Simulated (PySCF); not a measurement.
## Assignment exercise: C$_{5}$H$_{12}$O$_{2}$Si$_{2}$

Molfile (atoms numbered from 1):
```
C5H12O2Si2
     RDKit          3D

 21 20  0  0  0  0  0  0  0  0999 V2000
   -1.4119    2.4240    0.5351 C   0  0  0  0  0  0  0  0  0  0  0  0
   -1.5056    1.2421   -0.0555 C   0  0  0  0  0  0  0  0  0  0  0  0
   -0.6580   -0.3441    0.5270 Si  0  0  1  0  0  4  0  0  0  0  0  0
   -1.4032   -1.6733   -0.0463 O   0  0  0  0  0  0  0  0  0  0  0  0
   -2.7284   -2.0587    0.1673 C   0  0  0  0  0  0  0  0  0  0  0  0
    1.0732   -0.4476   -0.2166 C   0  0  0  0  0  0  0  0  0  0  0  0
    1.5397   -1.3779   -1.0363 C   0  0  0  0  0  0  0  0  0  0  0  0
    1.8123    0.6096    0.2128 O   0  0  0  0  0  0  0  0  0  0  0  0
    3.3183    1.1233   -0.1045 Si  0  0  0  0  0  4  0  0  0  0  0  0
   -0.8451    2.5575    1.4418 H   0  0  0  0  0  0  0  0  0  0  0  0
   -1.8900    3.3098    0.1437 H   0  0  0  0  0  0  0  0  0  0  0  0
   -2.0870    1.1783   -0.9713 H   0  0  0  0  0  0  0  0  0  0  0  0
   -0.5937   -0.3481    1.9958 H   0  0  0  0  0  0  0  0  0  0  0  0
   -2.9221   -2.9489   -0.4320 H   0  0  0  0  0  0  0  0  0  0  0  0
   -2.8965   -2.2902    1.2215 H   0  0  0  0  0  0  0  0  0  0  0  0
   -3.4198   -1.2665   -0.1282 H   0  0  0  0  0  0  0  0  0  0  0  0
    0.9062   -2.1906   -1.3360 H   0  0  0  0  0  0  0  0  0  0  0  0
    2.5485   -1.3531   -1.4177 H   0  0  0  0  0  0  0  0  0  0  0  0
    3.4923    1.4299   -1.5266 H   0  0  0  0  0  0  0  0  0  0  0  0
    3.3385    2.3100    0.7369 H   0  0  0  0  0  0  0  0  0  0  0  0
    4.3233    0.1316    0.2887 H   0  0  0  0  0  0  0  0  0  0  0  0
  1  2  2  0
  2  3  1  0
  3  4  1  0
  4  5  1  0
  3  6  1  0
  6  7  2  0
  6  8  1  0
  8  9  1  0
  1 10  1  0
  1 11  1  0
  2 12  1  0
  3 13  1  1
  5 14  1  0
  5 15  1  0
  5 16  1  0
  7 17  1  0
  7 18  1  0
  9 19  1  0
  9 20  1  0
  9 21  1  0
M  END
```

All values are calculated (PySCF): GFN2-xTB structure, GIAO PBE0/pcSseg-1 shieldings. In vacuum, one conformer, equivalent nuclei averaged, non-relativistic Hamiltonian.

Chemical shifts δ = σref − σ; TMS for $^{13}$C (σ = 186.93 ppm) and $^{1}$H (σ = 31.72 ppm), all at this level.

Question: Assign these signals to the numbered atoms. $^{13}$C{$^{1}$H} NMR (computed): δ 168.2 (C), 145.0 (CH2), 142.4 (CH), 106.7 (CH2), 53.3 (CH3).

Answer: 
```tsv
δ (ppm)	atoms	environment	reason
168.2	C6	alkene carbon bearing oxygen	an sp2 carbon further deshielded by the attached heteroatom
145.0	C1	terminal =CH2 carbon	an sp2 carbon of a C=C bond
142.4	C2	alkene CH	an sp2 carbon of a C=C bond
106.7	C7	β carbon of an enol-ether or enamine type C=C	the O or N lone pair pushes π density onto this β carbon and shields it
53.3	C5	methyl carbon bonded to O	the inductive effect lowers its shielding
```

Question: Assign these signals to the numbered atoms. $^{1}$H NMR (400 MHz, computed): δ 6.62 (m, 1H), 6.45 (m, 1H), 6.28 (m, 1H), 5.14 (m, 1H), 5.01 (d, 1H), 5.01 (m, 1H), 4.89 (s, 3H), 3.89 (s, 3H).

Answer: 
| δ (ppm) | atoms | environment | reason |
| --- | --- | --- | --- |
| 6.62 | H11 | hydrogen on a terminal =CH2 carbon | a vinylic proton, deshielded by the sp2 carbon and the C=C anisotropy |
| 6.45 | H12 | hydrogen on an alkene CH | olefinic region |
| 6.28 | H10 | hydrogen on a terminal =CH2 carbon | attached to an sp2 carbon and in the plane of the double bond |
| 5.14 | H17 | hydrogen on a β carbon of an enol-ether or enamine type C=C | olefinic region |
| 5.01 | H13 | hydrogen on a silicon bonded to 2 C, O | – |
| 5.01 | H18 | hydrogen on a β carbon of an enol-ether or enamine type C=C | lone-pair donation from O or N shields it, upfield of ordinary alkene protons |
| 4.89 | H19/H20/H21 | hydrogen on a silicon bonded to O | – |
| 3.89 | H14/H15/H16 | hydrogen on a methyl carbon bonded to O | its carbon carries O, hence the downfield position |

H13 and H18; H18 and H19/H20/H21 lie closer than the usual error of such a calculation, so a measured spectrum could show them in the other order.

Shifts are as computed. Against solution values, carbons near 30 ppm lie about +3 ppm off and those near 130 ppm about +5 ppm. Of 1211 compounds with measured shifts, 218 miss one by over three times the rms of a fit or turn the order of signals round; such compounds aren't used in these exercises. No couplings were computed; multiplicities are counted from neighbouring protons, with m where these are inequivalent, close in shift, in a saturated or five-membered ring or joined by F or P, and br s for small geminal =CH2 splittings.
